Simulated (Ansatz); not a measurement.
Program: Ansatz. Geometries: PBE0-D4/def2-TZVP. ΔE: electronic, gas phase. CCSD(T)/CBS adds triple-zeta CCSD(T) − MP2 to the extrapolated MP2 energy (def2 sets, frozen cores). Functionals use def2-TZVPP.

Reaction (isomerisation): `C[C@@H]1CCCC[C@H]1C` → `C[C@@H]1CCCC[C@@H]1C`

| level | ΔE (kJ/mol) | difference from CCSD(T)/CBS |
| --- | --- | --- |
| PBE-D4 | -3.7 | 0.1 |
| r2SCAN-D4 | -4.7 | -0.9 |
| PBE0-D4 | -3.8 | 0.0 |
| B2PLYP | -4.3 | -0.5 |
| PBE | -4.5 | -0.7 |
| r2SCAN | -4.9 | -1.1 |
| HF/def2-TZVPP | -5.2 | -1.4 |
| MP2/def2-TZVPP | -3.7 | 0.1 |
| SCS-MP2/def2-TZVPP | -3.7 | 0.1 |
| CCSD/def2-TZVPP | -3.9 | -0.1 |
| CCSD(T)/def2-TZVPP | -3.7 | 0.1 |
| HF/def2-QZVPP | -5.2 | -1.4 |
| MP2/def2-QZVPP | -3.8 | 0.0 |
| SCS-MP2/def2-QZVPP | -3.8 | 0.0 |
| HF/CBS(def2) | -5.2 | -1.4 |
| CCSD/CBS(def2) | -4.0 | -0.2 |
| CCSD(T)/CBS | -3.8 | 0 |

Largest T1 diagnostic among the species: 0.009.
